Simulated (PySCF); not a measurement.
## Calculated NMR parameters of 1,4-dibromobenzene

- Formula: C6H4Br2
- SMILES: Brc1ccc(Br)cc1
- InChI: InChI=1S/C6H4Br2/c7-5-1-2-6(8)4-3-5/h1-4H
- Point group of the computed structure: D2h
- Degrees of unsaturation: 4
- Carbon signals: 2
- Proton signals: 1

Numbering as in the mapped SMILES `[Br:1][c:2]1[cH:3][cH:4][c:5]([Br:6])[cH:7][cH:8]1`. Hydrogens are named by the atom that carries them.

PySCF 2.14.0 with density-fitted response routines calculation with GIAO PBE0/pcSseg-1 shieldings, B3LYP/pcJ-1 (pcSseg-1 on Br) coupling constants (without the spin–dipole term) and PBE0-D3(BJ)/def2-SVP structure; no relativistic terms, one averaged value for each set of equivalent atoms, no solvent, one computed conformer.

δ = σ(ref) − σ, references computed at the same level: $^{1}$H (31.27 ppm) and $^{13}$C (184.41 ppm) vs TMS.

```tsv
carbon	δC, type	δH (multiplicity, J in Hz)	HMBC from (abs. J ≥ 3 Hz)	span of the C tensor (ppm)
C2/C5	141.4, C	–	H(C3)/H(C4)/H(C7)/H(C8)	180
C3/C4/C7/C8	138.9, CH	7.47 (s)	H(C3)/H(C4)/H(C7)/H(C8)	204
```

Selected couplings (Hz, signed; the shortest-range and largest first, 30 at most; isotopes $^{13}$C, $^{1}$H): $^{1}J$(C3,H(C3)) 175.8, $^{1}J$(C2,C3) 69.6.

Carbon types of the structure: 2 × C, 4 × CH, which accounts for all hydrogens. δC 141.4: aromatic carbon bearing bromine. δC 138.9: aromatic CH; the aromatic region. δH 7.47: hydrogen on an aromatic CH; ring-current deshielding.

The calculation has no spin–orbit term, so carbons bonded to Br come out too deshielded (the heavy-atom effect is absent). Shifts are as computed. Against solution values, carbons near 30 ppm lie about +2 ppm off and those near 130 ppm about +5 ppm; carbons on Br a further +13 ppm. Of 1211 compounds with measured shifts, 218 miss one by over three times the rms of a fit or turn the order of signals round; such compounds aren't used in these exercises.
